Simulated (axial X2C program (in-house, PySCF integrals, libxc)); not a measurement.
# Estimating the spin–orbit splitting of the π levels of InCl

Computed with an in-house all-electron X2C program for linear molecules (integrals from PySCF). Spin-free means the one-electron spin-free X2C Hamiltonian; two-component (2c) means X2C with spin–orbit coupling and atomic mean-field two-electron Coulomb and Gaunt terms, so the difference of the two also holds small scalar two-electron terms. Basis: In dyall-cv3z [11s12p9d4f1g], Cl dyall-av3z [9s8p3d2f] (cores contracted in-house); Gaussian nuclei, density fitting, unrestricted open shells. Masses: In 114.904 u, Cl 34.969 u.

Hartree–Fock at 2.427 Å, closed shell. Valence p splittings ε(p3/2) − ε(p1/2) of spherical Dirac–Hartree–Fock atoms with fractionally filled p shells: Cl 3p 0.140 eV.

```
filled π level (eV), spin-free  Cl p share  In p share
                        -11.49        0.93        0.03
```

**Question.** In first order a p shell splits by 3ζ/2 and a π orbital by ζ. Estimate the splitting of each π level from the shares.

**Answer.** level -11.49 eV: (2/3) × (0.93 × 0.140) = 0.09 eV.

The two-component Hartree–Fock calculation gives:

```csv
ε(ω = 1/2) (eV),σ share of it,ε(ω = 3/2) (eV),splitting (eV),estimate (eV)
-11.533,0.00,-11.447,0.09,0.09
```

The estimate leaves out the mixing of π1/2 with σ1/2 levels, which pushes the ω = 1/2 spinor up or down, the d and f parts of the orbital, small shares of the strongly split outer-core p shell of a metal, the Gaunt term (absent from the atomic values), and the change of the atomic p orbitals with charge; Löwdin shares depend on the basis.
